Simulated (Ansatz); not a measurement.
A run for Ansatz (a quantum-chemistry and plane-wave program): R-r2SCAN/def2-TZVPPD on CH8Ge (a complex). Files ending in .json are basis or fitting sets from the Basis Set Exchange.

Ansatz 0.2 input:
```yaml
crystal:
  periodic: [false, false, false]
  atoms:
    - {symbol: C, position_ang: [0.10154463, -0.06870056, -0.20314418]}
    - {symbol: H, position_ang: [-0.57459387, -0.84581333, 0.15010535]}
    - {symbol: H, position_ang: [0.16497005, -0.10926554, -1.28954688]}
    - {symbol: H, position_ang: [-0.27483586, 0.90662026, 0.10205640]}
    - {symbol: H, position_ang: [1.09077818, -0.22655384, 0.22404995]}
    - {symbol: Ge, position_ang: [-0.10153450, 0.06868751, 3.60219950]}
    - {symbol: H, position_ang: [0.50993495, 1.37855715, 3.08510093]}
    - {symbol: H, position_ang: [-0.19727010, 0.11971945, 5.13477870]}
    - {symbol: H, position_ang: [0.78696216, -1.11182431, 3.18528012]}
    - {symbol: H, position_ang: [-1.50605679, -0.11149435, 3.00902848]}
basis:
  gaussian:
    orbitals: def2-TZVPPD.json
hamiltonian:
  xc: {name: r2SCAN}
scf: {lower_state_search: off}
```

Output:

```
WARN ansatz: RAYON_NUM_THREADS=1 ignored (pool sized by the plan → 1); use --threads N
Functional definition: r2SCAN
these checks for a lower state are left out or cut short: stability, starts, cluster_reference, orbital_swaps, neighbouring_geometries, increment
integrals: 0.12 GiB planned
1019 factors; their error is unknown
mean field: 0.94 GiB planned
mean field evaluation 1: about -57678.3103 eV, gradient 5.5e1 eV
mean field evaluation 2: about -57675.4560 eV, gradient 6.1e1 eV
mean field evaluation 4: about -57684.7982 eV, gradient 9.1e-1 eV
mean field evaluation 8: about -57684.7810 eV, gradient 5.2e-2 eV
mean field evaluation 16: about -57684.7810 eV, gradient 4.6e-6 eV
mean field -57684.78103617 eV, -2119.8766029302 hartree, gradient 4.6e-6 eV, S^2 0.000000; 0 other end points of the search recorded, 0 dependent functions left out
reference -57684.78104813 eV, -2119.8766033699 hartree; 23, 23 occupied and 204, 204 virtual orbitals, 1019 factors
Total energy: -57684.78104813 eV, -2119.8766033699 hartree
Checks for a lower state left out: stability, starts, cluster_reference, orbital_swaps, neighbouring_geometries, increment
```

The calculation finished and met its thresholds.

Cost: very roughly 5 core-seconds.
